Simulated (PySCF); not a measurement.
## Vibration and rotation of LiIn⁺

UHF-CCSD(T) constants of LiIn⁺, ²Σ⁺ (doublet), unpaired electrons σ ↑ (basis Li def2-SVPD, In def2-SVPD with ECP28; scalar-relativistic core potentials; PySCF 2.14; masses 7.0160 and 114.9039 u):

- ωe: 183.7 cm⁻¹
- ωexe: 0.9 cm⁻¹
- Be: 0.24222 cm⁻¹
- αe: 0.00297 cm⁻¹
- D (centrifugal): 1.68e-06 cm⁻¹
- De to Li⁺ + In: 1.16 eV

(1) Give the vibrational terms G(v) and spacings up to v = 6.

(2) How well does the Morse estimate ωe²/(4ωexe) reproduce De, and what is D0?

Correlated steps freeze 4 core orbitals. Correlated levels converge slowly with the basis: in double zeta they bind strong bonds too weakly, by up to about 1 eV, and carry superposition errors of some tenths. These are scalar-relativistic numbers at best; spin–orbit coupling would shift them, the dissociation energy most. For an ion De counts to the pair picked by the measured ionisation energies or electron affinities, which need not be the lowest pair at this level. The state was picked by a PBE0 search and need not be the measured ground state.

Answers

(1) G(v) = ωe(v+½) − ωexe(v+½)².

| v | G(v) (cm⁻¹) | G(v) − G(v−1) | Bv (cm⁻¹) |
| --- | --- | --- | --- |
| 0 | 91.6 |  | 0.2407 |
| 1 | 273.5 | 181.9 | 0.2378 |
| 2 | 453.6 | 180.1 | 0.2348 |
| 3 | 631.9 | 178.3 | 0.2318 |
| 4 | 808.4 | 176.5 | 0.2289 |
| 5 | 983.1 | 174.7 | 0.2259 |
| 6 | 1156.0 | 172.9 | 0.2229 |

(2) It gives 1.16 eV, 100 % of the computed De. D0 = De − G(0) = 1.16 − 0.01 = 1.15 eV.
